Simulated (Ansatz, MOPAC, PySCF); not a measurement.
Species: GaF (charge 0, singlet). SMILES: [F][Ga]
Structure (B3LYP-D3(BJ)/def2-TZVP (Ansatz, a first-principles code) minimum search):
```
Ga
F 1 1.8005
```

Wanted: vertical ionisation energy to the doublet, in eV. Terms: non-relativistic; each state is the SCF solution reached for its charge and spin; LANL2DZ with its own core potentials from Na on; six Cartesian d functions in 6-31G* and its kin unless marked 5d; open shells spin-unrestricted; no spin-orbit coupling; valence correlation only (noble-gas shells and the d and f shells of earlier blocks); PM7 with its own dispersion and hydrogen-bond terms. Ab initio and DFT rows: single points at B3LYP-D3(BJ) geometries (Ansatz). Semi-empirical rows: differences of heats of formation at the shared geometry for vertical values.

```csv
level,program,vertical ionisation energy to the doublet (eV)
PM7,MOPAC,10.92
MNDO,MOPAC,12.15
PBE/6-31G*,Ansatz,10.37
B3LYP/6-31G*,Ansatz,10.56
B3LYP/6-31G* with LANL2DZ past Ar,Ansatz,10.18
MP2/6-31G*,Ansatz,9.87
PBE/def2-TZVPD,Ansatz,10.47
M06-2X/def2-TZVPD,PySCF,10.42
wB97X-V/def2-TZVPD,Ansatz,10.51
```

No value to compare with is used here. The 6 habitual levels span 9.87 (MP2/6-31G*) to 12.15 eV (MNDO); wB97X-V/def2-TZVPD gives 10.51.

The levels are drawn from those run, B3LYP/6-31G* more often than the rest, none by its result; runs whose electronic state is in doubt are left out.
